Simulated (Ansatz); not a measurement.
The cluster H₆Au₃⁺. Total charge 1; triplet. Geometry PBE0-D4/def2-SVP, that of the neutral doublet; atoms count from 1.

```tsv
atom	x (Å)	y (Å)	z (Å)
Au1	-1.2853	-0.5085	-0.8414
Au2	-0.9750	1.2264	1.1868
Au3	1.1822	-1.5340	-1.4922
H4	2.7363	-1.8894	-1.5673
H5	-0.3437	2.2477	2.5115
H6	-2.2168	0.5875	0.2024
H7	1.2545	-0.4214	-0.2299
H8	0.3432	1.8942	2.1887
H9	-0.6955	-1.6026	-1.9586
```

In the def2 sets Au takes a core potential; there is no spin–orbit coupling. At PBE0-D4/def2-TZVP a singlet of charge 1 lies 2.17 eV below the triplet at the same geometry. Another isomer (doublet) lies 0.24 eV lower at r2SCAN-D4/def2-TZVP; other spin states weren't run for this one.

Problem. Estimate the Mulliken populations from the PBE0/def2-TZVP orbitals of Ansatz.

Solution. 
| atom | charge (e) | spin (α − β) | d electrons |
| --- | --- | --- | --- |
| Au1 | 0.28 | 0.35 | 9.59 |
| Au2 | 0.29 | 0.00 | 9.67 |
| Au3 | 0.42 | 0.39 | 9.47 |
| H4 | 0.10 | 0.49 | – |
| H5 | 0.12 | 0.01 | – |
| H6 | -0.10 | 0.02 | – |
| H7 | -0.16 | 0.54 | – |
| H8 | 0.10 | 0.00 | – |
| H9 | -0.06 | 0.22 | – |
Mulliken values and Mayer orders depend strongly on the basis.

Problem. Where does the spin sit?

Solution. Summed by element: Au 0.74, H 1.26, of 2 unpaired in all. Largest on single atoms: H7 0.54, H4 0.49, Au3 0.39.

Problem. And the Mayer bond orders between bonded heavy atoms (over 0.3)?

Solution. Au1–Au2 0.32 (2.69 Å); Au1–Au3 0.38 (2.75 Å).
